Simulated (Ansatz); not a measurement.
The cluster InO₃H₃ (the lowest singlet isomer of a short search) was relaxed with PBE0-D4 (def2-SVP) in Ansatz in these states: charge +1 doublet, neutral singlet. The geometries follow in no particular order.

In the def2 sets In takes a core potential; there is no spin–orbit coupling.

A:

```csv
atom,x (Å),y (Å),z (Å)
In1,-0.474,0.114,-0.072
O2,-0.277,1.957,0.466
O3,-0.714,-1.695,-0.703
O4,1.631,-0.440,0.743
H5,2.484,-0.539,0.261
H6,-1.050,2.525,0.327
H7,-1.600,-1.922,-1.023
```

B:

```xyz
7

In    0.161    0.083   -0.157
O    -1.068    1.009   -1.417
O    -0.422   -0.890    1.489
O     2.107    0.105   -0.538
H     2.589   -0.378    0.144
H    -1.989    0.939   -1.140
H    -1.377   -0.868    1.619
```

Judge from the bond lengths which geometry belongs to which state (an estimate).

A is the charge +1 doublet (In1–O4 2.324 Å, In1–O3 1.930 Å, In1–O2 1.930 Å); B is the neutral singlet (In1–O4 1.983 Å, In1–O3 1.999 Å, In1–O2 1.989 Å).

These are the stationary points nearest to one start from a short search; other shapes may lie lower in each state.
